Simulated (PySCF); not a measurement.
C₇H₁₀F₂Si.
Geometry (GFN2-xTB, Å), atoms numbered from 1 in this order:
```xyz
20
C7H10F2Si angstrom
C     -1.622   -1.305    0.370
C     -0.522   -0.297    0.028
Si    -1.316    1.350   -0.578
F     -2.230    1.880    0.642
C      0.333   -0.802   -1.091
C      1.601   -0.415   -1.237
C      2.185    0.453   -0.237
F      3.364    1.035   -0.561
C      1.611    0.674    0.942
C      0.338   -0.046    1.276
H     -2.263   -0.916    1.158
H     -1.184   -2.240    0.718
H     -2.240   -1.521   -0.499
H     -0.340    2.396   -0.816
H     -2.246    1.116   -1.671
H     -0.140   -1.436   -1.827
H      2.218   -0.718   -2.068
H      2.080    1.291    1.691
H      0.597   -1.008    1.742
H     -0.231    0.521    2.014
```

Probes without a nucleus sit at each ring's centroid and 1 Å off its mean plane on both sides; NICS is minus the shielding there, NICSzz its component along the normal. Level: GIAO PBE0/pcSseg-1 (PySCF, non-relativistic, gas phase) on the GFN2-xTB geometry, one conformer.

Ring bond lengths (Å), with Mayer bond orders in brackets: C2–C5 1.496 (0.96), C5–C6 1.333 (1.79), C6–C7 1.447 (1.11), C7–C9 1.330 (1.80), C9–C10 1.499 (1.02), C10–C2 1.536 (1.00).

Give the NICS values of each ring in ppm.

| ring | type | NICS(0) | NICS(1), two faces | NICS(1)zz, two faces | rms pucker (Å) | centre to ring atoms, mean (Å) |
| --- | --- | --- | --- | --- | --- | --- |
| C2–C5–C6–C7–C9–C10 | 6-membered carbocycle; formal bonds 2 double, 4 single | 0.0 | -1.4 / -1.8 | 3.9 / 2.8 | 0.16 | 1.42 |

What can be read from them?

- C2–C5–C6–C7–C9–C10: mean NICS(1)zz 3.3 ppm, deshielded. C2, C10 have four or more neighbours; no verdict on aromaticity is drawn.

Give the inner angles of the rings and the Hirshfeld charges of the ring atoms.

- C2–C5–C6–C7–C9–C10: C2 110.1° (-0.061 e), C5 121.8° (-0.034 e), C6 118.9° (-0.064 e), C7 122.5° (+0.079 e), C9 119.0° (-0.068 e), C10 111.9° (-0.066 e); sum 704.1° against 720° for a flat convex ring.
